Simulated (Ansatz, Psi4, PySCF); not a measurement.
H2O, triplet, at the geometry of the source list (a higher spin typed on purpose: for a closed-shell molecule this is an excited state). Base run: CCSD(T)/cc-pVTZ run with PySCF.

Here is a job for PySCF.
```python
from pyscf import gto, scf, cc

mol = gto.M(
    atom='''
O     0.00700000    0.37900000   -0.00000000
H    -0.77590000   -0.17530000   -0.00000000
H     0.76890000   -0.20370000    0.00000000
''',
    basis='cc-pvtz',
    spin=2,
    verbose=3,
)

mf = scf.UHF(mol)
mf.kernel()

mycc = cc.CCSD(mf)
mycc.kernel()
et = mycc.ccsd_t()
print('E(CCSD(T)) = %.10f' % (mycc.e_tot + et))
```

The same geometry, method and basis name were run in Ansatz (a first-principles code) and Psi4 and PySCF, at each program's defaults and at the settings that a row names. The base is PySCF at its defaults. Differences at the defaults can come from grids, fitting, cores and function types together.

```csv
code and settings,ΔE vs base (mEh),basis functions,E (Eh),SCF cycles
"PySCF, defaults (exact integrals, spherical functions, all electrons correlated)",0.000,58,-76.06692,10
"Psi4, defaults (exact integrals, spherical functions, all electrons correlated)",0.000,58,-76.06692,12
"Ansatz, defaults (factorised integrals, spherical functions, frozen core)",13.215,58,-76.05371,-
"PySCF, frozen core",13.214,58,-76.05371,10
"Psi4, exact integrals, spherical functions, frozen core",13.214,58,-76.05371,12
"Ansatz, high accuracy, frozen core",13.214,58,-76.05371,-
```

Open shells are given as the SCF converged; they aren't shown to be the lowest states, and a large step between rows can be another state.
